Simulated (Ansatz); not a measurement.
`SB1N[SiH2]1` + `C[SiH](O)[SiH3]` → `B1N[SiH2]1` + `C[Si](O)([SiH3])S`  (redistribution)

Gas-phase electronic energies from Ansatz, PBE0-D4/def2-TZVP geometries. CCSD(T)/CBS is the MP2 limit (def2-TZVPP, def2-QZVPP) plus CCSD(T) − MP2 in def2-TZVPP, frozen cores. Functionals use def2-TZVPP. One conformer a species, not always the lowest.

`SB1N[SiH2]1`:

```xyz
8

S    -1.160    1.609    1.466
B    -0.277    0.403    0.496
N    -0.097    0.012   -0.822
Si    0.893   -1.075    0.127
H    -1.781    2.235    0.447
H    -0.420    0.288   -1.736
H     2.359   -0.968   -0.089
H     0.483   -2.503    0.111
```

`C[SiH](O)[SiH3]`:

```xyz
12

C    -1.596   -0.633    0.121
Si   -0.154    0.536    0.342
O    -0.293    1.885   -0.610
Si    1.869   -0.470   -0.272
H    -1.681   -0.962   -0.917
H    -2.538   -0.155    0.407
H    -1.467   -1.517    0.751
H    -0.101    0.933    1.784
H    -0.988    2.509   -0.398
H     1.839   -0.893   -1.700
H     2.090   -1.684    0.563
H     3.019    0.452   -0.072
```

`B1N[SiH2]1`:

Z-matrix (Å, degrees):
```
Si
N 1 1.756
B 1 1.929 2 43.6
H 1 1.486 2 115.1 3 115.6
H 1 1.486 2 115.1 3 -115.6
H 2 1.009 1 147.6 3 -180.0
H 3 1.187 1 162.0 2 180.0
```

`C[Si](O)([SiH3])S`:

Cartesian coordinates in Å:
```
C -1.093 -1.037 1.100
Si 0.317 -0.142 0.272
O 1.205 0.757 1.334
Si -0.359 1.359 -1.388
S 1.497 -1.713 -0.599
H -1.732 -0.326 1.628
H -0.722 -1.767 1.825
H -1.702 -1.568 0.364
H 1.744 0.276 1.967
H -1.069 2.537 -0.817
H -1.276 0.666 -2.333
H 0.830 1.837 -2.145
H 2.359 -0.881 -1.208
```

| species | B2PLYP energy (Eh) |
| --- | --- |
| `SB1N[SiH2]1` | -769.46141 |
| `C[SiH](O)[SiH3]` | -696.91117 |
| `B1N[SiH2]1` | -371.34030 |
| `C[Si](O)([SiH3])S` | -1095.03546 |

(1) Work out ΔE.

Largest T1 diagnostic among the species: 0.014.

Answers

(1) ΔE = (-371.34030) + (-1095.03546) − (-769.46141) − (-696.91117) = -0.00318 Eh = -8.3 kJ/mol. CCSD(T)/CBS gives -14.4 kJ/mol.

The D4 term adds −5.3 kJ/mol with B3LYP and −3.0 kJ/mol with PBE0; it sums over pairs of atoms, weighted by their polarisabilities, and B3LYP, whose exchange is more repulsive, gets the larger term.

B3LYP here is the variant with VWN-RPA as its local correlation; programs differ in this.
